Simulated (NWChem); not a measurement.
System: Si₂H₄ClF; SMILES F[Si@@H]([SiH3])Cl

NWChem input:

```
start job
memory heap 200 mb stack 900 mb global 1100 mb
geometry units angstroms noautoz
  F      1.840752     0.303670     0.398739
  Si     0.451561     0.136183    -0.425688
  Si    -0.519467    -1.921600     0.115401
  Cl    -0.830928     1.635438     0.178497
  H      0.762202     0.349853    -1.864070
  H      0.389271    -3.042813    -0.270348
  H     -0.776253    -1.959412     1.585082
  H     -1.809474    -2.048020    -0.626833
end
basis spherical
  * library 6-31g*
end
dft
  xc xpbe96 cpbe96
  grid xcoarse
  iterations 150
  mulliken
end
task dft gradient
```

Parts of the log:

```
             Northwest Computational Chemistry Package (NWChem) 7.3.0
             --------------------------------------------------------

 C1  symmetry detected

                             Geometry "geometry" -> ""
                             -------------------------

 Output coordinates in angstroms (scale by  1.889725989 to convert to a.u.)

  No.       Tag          Charge          X              Y              Z
 ---- ---------------- ---------- -------------- -------------- --------------
    1 F                    9.0000     1.84828443     0.27784840     0.37472158
    2 Si                  14.0000     0.45447048     0.13742261    -0.44695153
    3 Si                  14.0000    -0.57285701    -1.88490299     0.12308438
    4 Cl                  17.0000    -0.78561054     1.67993414     0.13652114
    5 H                    1.0000     0.77001129     0.32229009    -1.88825423
    6 H                    1.0000     0.30422705    -3.03614638    -0.24716939
    7 H                    1.0000    -0.82967173    -1.89505237     1.59321167
    8 H                    1.0000    -1.86633581    -1.98588200    -0.61700156

 Effective nuclear repulsion energy (a.u.)     274.5959408833

  pbe96 is a nonlocal functional; adding pw91lda local functional.

                                 NWChem DFT Module
                                 -----------------

 Summary of "ao basis" -> "ao basis" (spherical)
 ------------------------------------------------------------------------------
       Tag                 Description            Shells   Functions and Types
 ---------------- ------------------------------  ------  ---------------------
 F                           6-31g*                  6       14   3s2p1d
 Si                          6-31g*                  8       18   4s3p1d
 Cl                          6-31g*                  8       18   4s3p1d
 H                           6-31g*                  2        2   2s

            General Information
            -------------------
          SCF calculation type: DFT
          Wavefunction type:  closed shell.
          No. of atoms     :     8
          No. of electrons :    58
           Alpha electrons :    29
            Beta electrons :    29
          Charge           :     0
          Spin multiplicity:     1
          Use of symmetry is: off; symmetry adaption is: off
          Maximum number of iterations: 150
          AO basis - number of functions:    76
                     number of shells:    38
          Convergence on energy requested:  1.00D-06
          Convergence on density requested:  1.00D-05
          Convergence on gradient requested:  5.00D-04

              XC Information
              --------------
          PerdewBurkeErnzerhof Exchange Functional  1.000
            Perdew 1991 LDA Correlation Functional  1.000 local
           PerdewBurkeErnz. Correlation Functional  1.000 non-local

             Grid Information
             ----------------
          Grid used for XC integration:  xcoarse
          Radial quadrature: Mura-Knowles
          Angular quadrature: Lebedev.
          Tag              B.-S. Rad. Rad. Pts. Rad. Cut. Ang. Pts.
          ---              ---------- --------- --------- ---------
          F                   0.50       21          10.0       194
          Si                  1.10       42           9.0       194
          Cl                  1.00       42          11.0       194
          H                   0.35       21          11.0       194
          Grid pruning is: on
          Number of quadrature shells:   231
          Spatial weights used:  Erf1

      Superposition of Atomic Density Guess
      -------------------------------------

 Sum of atomic energies:       -1138.45045994

      Non-variational initial energy
      ------------------------------

 Total energy =   -1139.324556
 1-e energy   =   -2124.777486
 2-e energy   =     710.856988
 HOMO         =      -0.311251
 LUMO         =       0.040546

     ---------------------------------------------
      Total Density - Mulliken Population Analysis
     ---------------------------------------------

    Atom       Charge   Shell Charges
 -----------   ------   -------------------------------------------------------
    1 F    9     9.62   2.00  0.95  3.47  1.00  2.18  0.01
    2 Si  14    12.88   2.00  2.00  5.97  0.91  1.27  0.26  0.30  0.17
    3 Si  14    13.91   2.00  2.00  5.97  1.00  1.81  0.37  0.67  0.09
    4 Cl  17    17.42   2.00  2.00  5.98  1.38  3.71  0.57  1.78  0.01
    5 H    1     1.07   0.47  0.60
    6 H    1     1.04   0.46  0.57
    7 H    1     1.03   0.46  0.57
    8 H    1     1.03   0.46  0.57

   convergence    iter        energy       DeltaE   RMS-Dens  Diis-err
 ---------------- ----- ----------------- --------- --------- ---------
 d= 0,ls=0.0,diis     1  -1140.7870260065 -1.42D+03  2.55D-02  6.97D-01
 d= 0,ls=0.0,diis     2  -1140.5994197880  1.88D-01  1.60D-02  2.78D+00
 d= 0,ls=0.0,diis     3  -1140.8657903276 -2.66D-01  3.80D-03  5.27D-02
 d= 0,ls=0.0,diis     4  -1140.8679551613 -2.16D-03  1.99D-03  2.02D-02
 d= 0,ls=0.0,diis     5  -1140.8709696553 -3.01D-03  3.46D-04  4.32D-04
  Resetting Diis
 d= 0,ls=0.0,diis     6  -1140.8710383508 -6.87D-05  8.11D-05  2.60D-05
 d= 0,ls=0.0,diis     7  -1140.8710424917 -4.14D-06  3.49D-05  1.13D-06
 d= 0,ls=0.0,diis     8  -1140.8710423607  1.31D-07  1.88D-05  2.65D-06
 d= 0,ls=0.0,diis     9  -1140.8710426718 -3.11D-07  3.65D-06  1.00D-07

         Total DFT energy =    -1140.871042671756
      One electron energy =    -2127.042578061179
           Coulomb energy =      793.069666911204
    Exchange-Corr. energy =      -81.494072405115
 Nuclear repulsion energy =      274.595940883334

 Numeric. integr. density =       57.999606854557

                       DFT Final Molecular Orbital Analysis
                       ------------------------------------

 Vector   27  Occ=2.000000D+00  E=-3.096945D-01
              MO Center= -4.0D-01,  6.0D-01,  1.1D-01, r^2= 4.1D+00
   Bfn.  Coefficient  Atom+Function         Bfn.  Coefficient  Atom+Function
  ----- ------------  ---------------      ----- ------------  ---------------
    59     -0.368159  4 Cl pz                57      0.345381  4 Cl px
     4     -0.228981  1 F  py                58      0.224638  4 Cl py
    63     -0.198593  4 Cl pz                39     -0.184027  3 Si px
    22      0.180315  2 Si py                61      0.173490  4 Cl px
     8     -0.170003  1 F  py                55      0.145138  4 Cl pz

 Vector   28  Occ=2.000000D+00  E=-2.976131D-01
              MO Center= -6.1D-01,  1.4D+00,  8.7D-02, r^2= 2.2D+00
   Bfn.  Coefficient  Atom+Function         Bfn.  Coefficient  Atom+Function
  ----- ------------  ---------------      ----- ------------  ---------------
    59      0.528755  4 Cl pz                57      0.413501  4 Cl px
    63      0.277520  4 Cl pz                61      0.223815  4 Cl px
    55     -0.207408  4 Cl pz                58      0.170612  4 Cl py
    53     -0.162075  4 Cl px                 3      0.121524  1 F  px
    70      0.087181  5 H  s                  7      0.085705  1 F  px

 Vector   29  Occ=2.000000D+00  E=-2.620821D-01
              MO Center= -1.5D-01, -7.9D-02, -2.1D-01, r^2= 4.3D+00
   Bfn.  Coefficient  Atom+Function         Bfn.  Coefficient  Atom+Function
  ----- ------------  ---------------      ----- ------------  ---------------
    58      0.328074  4 Cl py                40      0.311178  3 Si py
    70     -0.247705  5 H  s                 22     -0.236856  2 Si py
    59     -0.234585  4 Cl pz                62      0.181636  4 Cl py
    39      0.156954  3 Si px                69     -0.155712  5 H  s
    23      0.145564  2 Si pz                57      0.145324  4 Cl px

 Vector   30  Occ=0.000000D+00  E=-4.356064D-02
              MO Center=  1.5D-01, -5.2D-01, -3.1D-01, r^2= 4.4D+00
   Bfn.  Coefficient  Atom+Function         Bfn.  Coefficient  Atom+Function
  ----- ------------  ---------------      ----- ------------  ---------------
    25      0.715861  2 Si px                24     -0.522531  2 Si s
    76      0.455943  8 H  s                 42      0.442394  3 Si s
    43      0.403811  3 Si px                21      0.377822  2 Si px
    60      0.328196  4 Cl s                  6     -0.318850  1 F  s
    72     -0.276761  6 H  s                 74     -0.274795  7 H  s

 Vector   31  Occ=0.000000D+00  E=-3.373341D-02
              MO Center= -2.2D-02, -4.9D-01, -1.8D-01, r^2= 4.8D+00
   Bfn.  Coefficient  Atom+Function         Bfn.  Coefficient  Atom+Function
  ----- ------------  ---------------      ----- ------------  ---------------
    74      0.587272  7 H  s                 45     -0.522958  3 Si pz
    26     -0.498564  2 Si py                60      0.440988  4 Cl s
    72     -0.421628  6 H  s                 24     -0.332951  2 Si s
    27     -0.299405  2 Si pz                62     -0.288758  4 Cl py
    61      0.274917  4 Cl px                20     -0.261100  2 Si s

 Vector   32  Occ=0.000000D+00  E=-9.038811D-03
              MO Center= -4.1D-01, -1.4D+00, -6.2D-02, r^2= 5.6D+00
   Bfn.  Coefficient  Atom+Function         Bfn.  Coefficient  Atom+Function
  ----- ------------  ---------------      ----- ------------  ---------------
    24      1.462264  2 Si s                 44     -1.235674  3 Si py
    42     -0.964735  3 Si s                 26     -0.708543  2 Si py
    20      0.514138  2 Si s                 43     -0.413950  3 Si px
    70     -0.376562  5 H  s                 40     -0.289022  3 Si py
    25     -0.272518  2 Si px                72     -0.262687  6 H  s

     ---------------------------------------------
      Total Density - Mulliken Population Analysis
     ---------------------------------------------

    Atom       Charge   Shell Charges
 -----------   ------   -------------------------------------------------------
    1 F    9     9.33   2.00  0.93  3.30  1.03  2.06  0.01
    2 Si  14    13.38   2.00  2.00  5.96  1.02  1.71  0.17  0.26  0.26
    3 Si  14    13.99   2.00  2.00  5.96  1.04  2.04  0.34  0.50  0.11
    4 Cl  17    17.22   2.00  2.00  5.97  1.41  3.64  0.55  1.64  0.02
    5 H    1     1.05   0.50  0.54
    6 H    1     1.01   0.50  0.52
    7 H    1     1.00   0.50  0.51
    8 H    1     1.02   0.50  0.52

     -------------------------------------------
      Total Density - Lowdin Population Analysis
     -------------------------------------------

    Atom       Charge   Shell Charges
 -----------   ------   -------------------------------------------------------
    1 F    9     9.24   1.99  0.93  3.16  0.86  2.27  0.02
    2 Si  14    13.61   2.00  1.98  5.88  0.70  1.56  0.36  0.75  0.39
    3 Si  14    14.00   2.00  1.98  5.89  0.74  1.84  0.40  1.02  0.13
    4 Cl  17    17.14   2.00  1.99  5.91  1.18  3.37  0.65  2.03  0.02
    5 H    1     1.03   0.50  0.53
    6 H    1     1.00   0.48  0.52
    7 H    1     0.99   0.48  0.51
    8 H    1     1.00   0.48  0.52

     Multipole analysis of the density
     ---------------------------------

     L   x y z        total         alpha         beta         nuclear
     -   - - -        -----         -----         ----         -------
     0   0 0 0     -0.000000    -29.000000    -29.000000     58.000000

     1   1 0 0     -0.115915     -0.057958     -0.057958      0.000000
     1   0 1 0     -0.583769     -0.291884     -0.291884      0.000000
     1   0 0 1     -0.347396     -0.173698     -0.173698     -0.000000

     2   2 0 0    -35.645172   -113.492257   -113.492257    191.339342
     2   1 1 0      0.300964     -4.813464     -4.813464      9.927892
     2   1 0 1     -0.668130      1.666357      1.666357     -4.000844
     2   0 2 0    -34.690378   -223.633543   -223.633543    412.576709
     2   0 1 1     -0.129936      1.584944      1.584944     -3.299823
     2   0 0 2    -33.461430    -36.612651    -36.612651     39.763872

            General Information
            -------------------
          SCF calculation type: DFT
          Wavefunction type:  closed shell.
          No. of atoms     :     8
          No. of electrons :    58
           Alpha electrons :    29
            Beta electrons :    29
          Charge           :     0
          Spin multiplicity:     1
          Use of symmetry is: off; symmetry adaption is: off
          Maximum number of iterations: 150
          AO basis - number of functions:    76
                     number of shells:    38
          Convergence on energy requested:  1.00D-06
          Convergence on density requested:  1.00D-05
          Convergence on gradient requested:  5.00D-04

              XC Information
              --------------
          PerdewBurkeErnzerhof Exchange Functional  1.000
            Perdew 1991 LDA Correlation Functional  1.000 local
           PerdewBurkeErnz. Correlation Functional  1.000 non-local

             Grid Information
             ----------------
          Grid used for XC integration:  xcoarse
          Radial quadrature: Mura-Knowles
          Angular quadrature: Lebedev.
          Tag              B.-S. Rad. Rad. Pts. Rad. Cut. Ang. Pts.
          ---              ---------- --------- --------- ---------
          F                   0.50       21          10.0       194
          Si                  1.10       42           9.0       194
          Cl                  1.00       42          11.0       194
          H                   0.35       21          11.0       194
          Grid pruning is: on
          Number of quadrature shells:   231
          Spatial weights used:  Erf1

          Convergence Information
          -----------------------
          Convergence aids based upon iterative change in
          total energy or number of iterations.
          Levelshifting, if invoked, occurs when the
          HOMO/LUMO gap drops below (HL_TOL):  1.00D-02
          DIIS, if invoked, will attempt to extrapolate
          using up to (NFOCK): 10 stored Fock matrices.

                    Damping( 0%)  Levelshifting(0.5)       DIIS
                  --------------- ------------------- ---------------
          dE  on:    start            ASAP                start
          dE off:    2 iters        150 iters           150 iters

                            NWChem DFT Gradient Module
                            --------------------------

  charge          =   0.00
  wavefunction    = closed shell

                         DFT ENERGY GRADIENTS

    atom               coordinates                        gradient
                 x          y          z           x          y          z
   1 F       3.492751   0.525057   0.708121   -0.002413  -0.000619  -0.000439
   2 Si      0.858825   0.259691  -0.844616   -0.002416   0.004406  -0.000416
   3 Si     -1.082543  -3.561950   0.232596    0.000663   0.000975   0.000478
   4 Cl     -1.484589   3.174615   0.257988    0.003270  -0.004665  -0.000368
   5 H       1.455110   0.609040  -3.568283    0.000508  -0.000809   0.000907
   6 H       0.574906  -5.737485  -0.467082    0.000656  -0.000130  -0.000385
   7 H      -1.567852  -3.581130   3.010733    0.000111   0.000462   0.000775
   8 H      -3.526863  -3.752773  -1.165964   -0.000378   0.000380  -0.000552
```

Level: PBE/6-31G* (spherical d). The geometry was optimised at PBE0/def2-SVP.
